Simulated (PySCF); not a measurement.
C₃H₅ClOSi, SMILES C=C=C(Cl)[SiH2]O.

Coordinates come from a B3LYP-D3(BJ)/def2-SVP optimisation. This is a generated structure with no PubChem entry under its InChIKey; it may be hypothetical. One conformer was computed; it need not be the lowest.

Two levels are set side by side: TDA-PBE/def2-SVPD (PySCF) and TDA-PBE0/def2-SVPD (PySCF). Vertical, same geometry. The lowest singlet is HOMO→LUMO 99 % with PBE and HOMO→LUMO 98 % with the other functional; states are paired by order. Differences are taken from unrounded values.

```json
[
 {"quantity": "lowest singlet excitation (eV)", "TDA-PBE0": "4.72", "TDA-PBE": "4.38", "TDA-PBE minus TDA-PBE0": "-0.33"},
 {"quantity": "lowest triplet excitation (TDA) (eV)", "TDA-PBE0": "4.08", "TDA-PBE": "3.98", "TDA-PBE minus TDA-PBE0": "-0.11"}
]
```

A lower first singlet is the usual sign of a functional without exact exchange. Differences between two approximate levels are no errors against the true value.

Rough cost on one machine, each run with all the roots and properties that it gave: TDA-PBE0 against TDA-PBE about 2 times.
